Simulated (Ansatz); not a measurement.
Born–Oppenheimer molecular dynamics of a periodic cell of 12 atoms, HCl (contents 6 HCl, density as packed 1.32 g/cm³ with natural masses). It goes on from the last frame of an earlier run, with new velocities.

Theory: Ansatz, DFT PBE-D3(BJ), scalar-relativistic, plane waves, PAW. Settings: accuracy low, cutoff 420 eV, k mesh 1x1x1, fermi-dirac smearing 0.05 eV, no spin polarisation.

- ensemble: NVT, Nosé–Hoover chain
- time step: 0.5 fs
- steps asked: 400
- set temperature: 1500 K
- thermostat: time constant 50 fs, chain length 3
- seed: 622489

Frames 0.5 fs apart, positions in Å, forces in eV/Å.

Velocities at 190.0 fs (Å/ps):

```
Cl -9.45 1.76 -0.54
H 18.77 6.44 -18.52
Cl 6.59 -0.33 -2.19
H 48.09 15.28 33.79
Cl 3.09 2.86 -11.80
H 2.49 33.58 -6.68
Cl -7.21 -2.71 3.76
H 22.09 -33.15 -20.12
Cl 5.57 -2.36 5.02
H -7.58 -95.73 8.60
Cl 0.09 1.71 5.67
H -37.16 40.62 6.17
```

```xyz
12
Lattice="6.5061 0.0000 0.0000 0.0000 6.5061 0.0000 0.0000 0.0000 6.5061" Properties=species:S:1:pos:R:3:forces:R:3 time_fs=190.0 energy_less_start_eV=-0.309 T=1338
Cl 3.612 2.542 5.921 0.10 0.37 1.91
H 3.437 2.880 7.238 -0.03 -0.49 -1.86
Cl 2.341 5.746 -0.279 -0.82 0.30 -1.29
H 1.679 5.950 -1.448 0.83 -0.34 1.37
Cl 5.720 4.532 1.376 -0.98 -1.00 -1.67
H 5.052 3.828 0.392 0.88 0.99 0.86
Cl 0.555 3.942 4.050 0.81 -1.39 -0.50
H 1.110 2.949 3.284 -0.79 1.11 0.88
Cl 4.457 6.259 3.845 0.23 0.74 -1.62
H 4.796 6.521 2.542 -0.29 -0.54 1.61
Cl 7.780 0.845 2.304 0.68 0.57 0.39
H 9.049 1.052 2.611 -0.63 -0.32 -0.08
12
Lattice="6.5061 0.0000 0.0000 0.0000 6.5061 0.0000 0.0000 0.0000 6.5061" Properties=species:S:1:pos:R:3:forces:R:3 time_fs=190.5 energy_less_start_eV=-0.381 T=1399
Cl 3.607 2.542 5.920 0.14 0.32 1.68
H 3.446 2.883 7.226 -0.07 -0.44 -1.63
Cl 2.345 5.746 -0.281 -0.55 0.22 -0.80
H 1.704 5.957 -1.429 0.55 -0.27 0.89
Cl 5.721 4.533 1.370 -0.88 -0.89 -1.53
H 5.054 3.846 0.390 0.80 0.90 0.74
Cl 0.551 3.941 4.052 0.97 -1.63 -0.71
H 1.120 2.933 3.275 -0.96 1.35 1.08
Cl 4.460 6.257 3.848 0.17 0.63 -1.38
H 4.792 6.472 2.549 -0.23 -0.43 1.37
Cl 7.780 0.846 2.307 0.31 0.52 0.30
H 9.030 1.071 2.614 -0.25 -0.26 -0.01
12
Lattice="6.5061 0.0000 0.0000 0.0000 6.5061 0.0000 0.0000 0.0000 6.5061" Properties=species:S:1:pos:R:3:forces:R:3 time_fs=191.0 energy_less_start_eV=-0.439 T=1450
Cl 3.602 2.543 5.920 0.19 0.24 1.35
H 3.455 2.885 7.211 -0.11 -0.37 -1.31
Cl 2.348 5.746 -0.282 -0.22 0.12 -0.17
H 1.730 5.964 -1.409 0.19 -0.16 0.27
Cl 5.723 4.534 1.364 -0.75 -0.76 -1.33
H 5.059 3.866 0.390 0.68 0.77 0.56
Cl 0.547 3.939 4.054 1.08 -1.80 -0.86
H 1.128 2.921 3.268 -1.08 1.51 1.21
Cl 4.463 6.256 3.850 0.10 0.53 -1.08
H 4.787 6.422 2.558 -0.16 -0.33 1.07
Cl 7.780 0.847 2.310 -0.11 0.44 0.20
H 9.009 1.091 2.617 0.18 -0.19 0.08
12
Lattice="6.5061 0.0000 0.0000 0.0000 6.5061 0.0000 0.0000 0.0000 6.5061" Properties=species:S:1:pos:R:3:forces:R:3 time_fs=191.5 energy_less_start_eV=-0.467 T=1481
Cl 3.598 2.544 5.920 0.24 0.12 0.92
H 3.464 2.885 7.192 -0.16 -0.27 -0.88
Cl 2.351 5.746 -0.283 0.18 -0.03 0.60
H 1.757 5.970 -1.387 -0.22 0.00 -0.49
Cl 5.724 4.536 1.357 -0.57 -0.59 -1.08
H 5.064 3.888 0.390 0.52 0.60 0.33
Cl 0.544 3.937 4.056 1.15 -1.89 -0.95
H 1.133 2.913 3.265 -1.17 1.61 1.30
Cl 4.466 6.255 3.852 0.02 0.45 -0.72
H 4.782 6.372 2.570 -0.07 -0.25 0.71
Cl 7.780 0.848 2.313 -0.54 0.35 0.09
H 8.990 1.110 2.620 0.62 -0.10 0.18
12
Lattice="6.5061 0.0000 0.0000 0.0000 6.5061 0.0000 0.0000 0.0000 6.5061" Properties=species:S:1:pos:R:3:forces:R:3 time_fs=192.0 energy_less_start_eV=-0.455 T=1484
Cl 3.593 2.545 5.920 0.29 -0.02 0.37
H 3.473 2.885 7.171 -0.22 -0.13 -0.35
Cl 2.354 5.746 -0.284 0.61 -0.22 1.47
H 1.784 5.976 -1.367 -0.67 0.18 -1.35
Cl 5.725 4.537 1.351 -0.35 -0.39 -0.76
H 5.072 3.912 0.392 0.31 0.40 0.03
Cl 0.541 3.936 4.057 1.19 -1.94 -1.00
H 1.136 2.908 3.264 -1.21 1.66 1.34
Cl 4.469 6.254 3.854 -0.07 0.39 -0.32
H 4.777 6.320 2.584 0.02 -0.19 0.30
Cl 7.780 0.849 2.316 -0.94 0.24 -0.01
H 8.972 1.129 2.623 1.04 0.01 0.28
12
Lattice="6.5061 0.0000 0.0000 0.0000 6.5061 0.0000 0.0000 0.0000 6.5061" Properties=species:S:1:pos:R:3:forces:R:3 time_fs=192.5 energy_less_start_eV=-0.406 T=1462
Cl 3.588 2.546 5.920 0.35 -0.20 -0.27
H 3.481 2.885 7.149 -0.27 0.04 0.28
Cl 2.358 5.745 -0.285 1.02 -0.42 2.34
H 1.809 5.983 -1.349 -1.10 0.39 -2.21
Cl 5.727 4.538 1.345 -0.09 -0.16 -0.39
H 5.079 3.936 0.394 0.06 0.16 -0.32
Cl 0.537 3.934 4.059 1.20 -1.92 -1.01
H 1.135 2.907 3.267 -1.23 1.66 1.34
Cl 4.471 6.253 3.857 -0.16 0.36 0.10
H 4.772 6.268 2.599 0.11 -0.16 -0.12
Cl 7.780 0.850 2.318 -1.28 0.13 -0.11
H 8.956 1.148 2.628 1.38 0.11 0.36
12
Lattice="6.5061 0.0000 0.0000 0.0000 6.5061 0.0000 0.0000 0.0000 6.5061" Properties=species:S:1:pos:R:3:forces:R:3 time_fs=193.0 energy_less_start_eV=-0.340 T=1428
Cl 3.583 2.547 5.920 0.39 -0.39 -0.97
H 3.489 2.885 7.128 -0.31 0.23 0.97
Cl 2.361 5.745 -0.286 1.34 -0.61 3.07
H 1.832 5.991 -1.337 -1.44 0.58 -2.94
Cl 5.728 4.539 1.338 0.21 0.09 0.03
H 5.088 3.962 0.394 -0.22 -0.08 -0.72
Cl 0.534 3.932 4.060 1.17 -1.86 -0.97
H 1.132 2.910 3.273 -1.20 1.61 1.31
Cl 4.474 6.252 3.859 -0.24 0.37 0.49
H 4.767 6.215 2.613 0.19 -0.16 -0.51
Cl 7.780 0.851 2.321 -1.50 0.03 -0.17
H 8.943 1.167 2.633 1.61 0.19 0.41
12
Lattice="6.5061 0.0000 0.0000 0.0000 6.5061 0.0000 0.0000 0.0000 6.5061" Properties=species:S:1:pos:R:3:forces:R:3 time_fs=193.5 energy_less_start_eV=-0.287 T=1403
Cl 3.579 2.548 5.920 0.43 -0.59 -1.66
H 3.495 2.885 7.109 -0.34 0.42 1.65
Cl 2.365 5.745 -0.287 1.50 -0.75 3.51
H 1.851 6.000 -1.332 -1.62 0.72 -3.37
Cl 5.729 4.541 1.332 0.51 0.32 0.47
H 5.095 3.987 0.394 -0.51 -0.32 -1.14
Cl 0.531 3.929 4.062 1.10 -1.74 -0.90
H 1.126 2.918 3.282 -1.14 1.51 1.22
Cl 4.477 6.251 3.861 -0.30 0.41 0.79
H 4.762 6.161 2.627 0.25 -0.19 -0.81
Cl 7.780 0.852 2.324 -1.57 -0.03 -0.20
H 8.934 1.187 2.639 1.68 0.24 0.43
12
Lattice="6.5061 0.0000 0.0000 0.0000 6.5061 0.0000 0.0000 0.0000 6.5061" Properties=species:S:1:pos:R:3:forces:R:3 time_fs=194.0 energy_less_start_eV=-0.278 T=1408
Cl 3.574 2.549 5.920 0.45 -0.77 -2.24
H 3.502 2.887 7.094 -0.36 0.59 2.23
Cl 2.368 5.745 -0.287 1.45 -0.78 3.54
H 1.866 6.011 -1.335 -1.59 0.76 -3.40
Cl 5.731 4.542 1.325 0.78 0.52 0.87
H 5.102 4.011 0.390 -0.78 -0.52 -1.52
Cl 0.528 3.927 4.063 1.00 -1.55 -0.77
H 1.117 2.928 3.294 -1.04 1.33 1.08
Cl 4.480 6.250 3.864 -0.33 0.46 0.97
H 4.758 6.107 2.638 0.28 -0.23 -1.00
Cl 7.780 0.853 2.327 -1.47 -0.05 -0.18
H 8.930 1.208 2.647 1.59 0.24 0.41
12
Lattice="6.5061 0.0000 0.0000 0.0000 6.5061 0.0000 0.0000 0.0000 6.5061" Properties=species:S:1:pos:R:3:forces:R:3 time_fs=194.5 energy_less_start_eV=-0.327 T=1453
Cl 3.569 2.550 5.920 0.45 -0.89 -2.62
H 3.507 2.890 7.085 -0.35 0.71 2.60
Cl 2.372 5.745 -0.288 1.21 -0.71 3.16
H 1.878 6.024 -1.346 -1.36 0.69 -3.00
Cl 5.732 4.543 1.319 0.99 0.65 1.17
H 5.106 4.034 0.383 -0.98 -0.65 -1.81
Cl 0.525 3.925 4.065 0.83 -1.28 -0.57
H 1.105 2.942 3.309 -0.87 1.07 0.88
Cl 4.483 6.249 3.866 -0.32 0.50 1.00
H 4.755 6.052 2.647 0.28 -0.27 -1.03
Cl 7.779 0.854 2.330 -1.23 -0.02 -0.13
H 8.928 1.229 2.655 1.35 0.19 0.34
12
Lattice="6.5061 0.0000 0.0000 0.0000 6.5061 0.0000 0.0000 0.0000 6.5061" Properties=species:S:1:pos:R:3:forces:R:3 time_fs=195.0 energy_less_start_eV=-0.425 T=1531
Cl 3.564 2.550 5.920 0.44 -0.93 -2.73
H 3.511 2.894 7.081 -0.33 0.75 2.70
Cl 2.376 5.744 -0.288 0.83 -0.54 2.46
H 1.886 6.038 -1.365 -1.00 0.53 -2.29
Cl 5.734 4.545 1.313 1.10 0.69 1.34
H 5.109 4.056 0.371 -1.08 -0.70 -1.96
Cl 0.522 3.922 4.066 0.61 -0.90 -0.29
H 1.092 2.959 3.326 -0.65 0.71 0.60
Cl 4.486 6.248 3.869 -0.27 0.52 0.86
H 4.752 5.997 2.654 0.24 -0.27 -0.90
Cl 7.779 0.855 2.333 -0.89 0.06 -0.03
H 8.931 1.250 2.664 1.01 0.10 0.25
12
Lattice="6.5061 0.0000 0.0000 0.0000 6.5061 0.0000 0.0000 0.0000 6.5061" Properties=species:S:1:pos:R:3:forces:R:3 time_fs=195.5 energy_less_start_eV=-0.539 T=1621
Cl 3.560 2.551 5.919 0.42 -0.88 -2.53
H 3.515 2.901 7.084 -0.29 0.69 2.50
Cl 2.380 5.744 -0.288 0.39 -0.31 1.59
H 1.892 6.054 -1.389 -0.59 0.30 -1.42
Cl 5.736 4.546 1.306 1.09 0.63 1.32
H 5.108 4.076 0.355 -1.07 -0.64 -1.93
Cl 0.518 3.920 4.068 0.31 -0.41 0.07
H 1.077 2.977 3.344 -0.35 0.23 0.22
Cl 4.489 6.247 3.871 -0.20 0.49 0.59
H 4.750 5.940 2.658 0.18 -0.23 -0.64
Cl 7.778 0.856 2.336 -0.48 0.17 0.08
H 8.935 1.272 2.674 0.60 -0.03 0.13
```

Of the whole run (200 fs, mean temperature of the second half 1045 K): The conserved energy stayed within 0.65 meV per atom of its start (net change -0.13 meV per atom), so the integration is sound. The mean temperature of the second half is 30 % below the set value. A run of 0.2 ps of so small a system gives no equilibrium averages. Limits of this set-up: coarse k mesh, low accuracy level.

Time of the run: 5.8 min on 1 thread of Arm Neoverse V1 (shared host), peak memory 0.32 GiB.
